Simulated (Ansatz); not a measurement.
Ligand exchange: C2H3Br + KSH → C2H4S + KBr

Gas-phase species: C2H3Br (vinyl bromide) `C=CBr`, singlet; KSH `[SH][K]`, singlet; C2H4S `C=CS`, singlet; KBr, singlet. The partners trade Br for SH: C–Br and K–SH bonds give way to C–SH and K–Br.

Shapes, held fixed at every level: PBE0-D4/def2-TZVP. Flexible molecules stand in one conformer, not always the lowest. Programs: Ansatz 0.2.0. Electronic energies: no zero-point or thermal term.

(1) Estimate ΔE of this reaction.

## Answers

(1) The highest level, CCSD(T)/def2-TZVPP, gives ΔE = -118.7 kJ/mol; the levels span -126.5 to -118.7. The column of differences is taken from that level and isn't an error. No measured value is set beside it here. Relativity is left out for Br. Outer-core shells of Br, K are correlated, in sets that cover them unevenly.

```json
{"level": "PBE0-D4/def2-TZVPP", "kind": "global hybrid", "ΔE (kJ/mol)": "-124.5", "less CCSD(T)/def2-TZVPP": "-5.8"}
{"level": "wB97M-V/def2-TZVPP", "kind": "range-separated hybrid", "ΔE (kJ/mol)": "-124.0", "less CCSD(T)/def2-TZVPP": "-5.3"}
{"level": "wB97X-V/def2-TZVPP", "kind": "range-separated hybrid", "ΔE (kJ/mol)": "-126.5", "less CCSD(T)/def2-TZVPP": "-7.8"}
{"level": "B2PLYP/def2-TZVPP", "kind": "double hybrid", "ΔE (kJ/mol)": "-123.0", "less CCSD(T)/def2-TZVPP": "-4.3"}
{"level": "MP2/def2-TZVPP", "kind": "perturbation theory", "ΔE (kJ/mol)": "-119.8", "less CCSD(T)/def2-TZVPP": "-1.1"}
{"level": "CCSD/def2-TZVPP", "kind": "coupled cluster or CI", "ΔE (kJ/mol)": "-120.9", "less CCSD(T)/def2-TZVPP": "-2.2"}
{"level": "CCSD(T)/def2-TZVPP", "kind": "coupled cluster or CI", "ΔE (kJ/mol)": "-118.7", "less CCSD(T)/def2-TZVPP": "0.0"}
```
